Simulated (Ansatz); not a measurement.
Ideal-gas functions of Cl2FSTa (`[F][Ta](=[S])([Cl])[Cl]`) at 298.15 K and 1 bar, from an Ansatz frequency run at PBE0-D4/def2-TZVP.

Molar mass 302.92 g/mol, point group Cs (symmetry number 1), electronic degeneracy 1, moments of inertia 324.365, 364.411, 456.375 u Å². Harmonic wavenumbers (cm⁻¹, unscaled): 107, 134, 146, 151, 196, 410, 418, 562, 696.

Use S(trans) = R[1.5 ln M + 2.5 ln T − 1.1517]; rotational temperatures θ = 24.2544 K / I; S(rot) = R[ln(√π/σ · √(T³/θAθBθC)) + 1.5]; for each mode x = 1.438777 ν̃/T, S = R[x/(eˣ − 1) − ln(1 − e⁻ˣ)] and H = RT x/(eˣ − 1); 1 cm⁻¹ = 0.0119627 kJ/mol; R = 8.31446 J/(mol·K).

Problem. By hand: the entropy, in J/(mol·K).

Solution. Translation 180.1. Rotation: θ = 0.0748, 0.0666, 0.0531 K, giving 122.5. Vibration, mode by mode: 13.90, 12.08, 11.40, 11.13, 9.08, 3.88, 3.76, 2.18, 1.30, in all 68.7. Electronic 0.0. Sum 371.3 J/(mol·K).

Problem. By hand: H − E and G − E in kJ/mol, counted from the electronic energy.

Solution. Zero-point energy ½ × 2820 × 0.0119627 = 16.9; thermal vibration 10.9; translation, rotation and pV give 4 RT = 9.9. H − E = 37.7 kJ/mol, and G − E = 37.7 − 298.15 × 371.3/1000 = -73.0 kJ/mol.

Vibration gives 19 % of the entropy, 37.4 J/(mol·K) of it from the modes under 150 cm⁻¹: soft modes count most, and the harmonic formula is weakest for them.
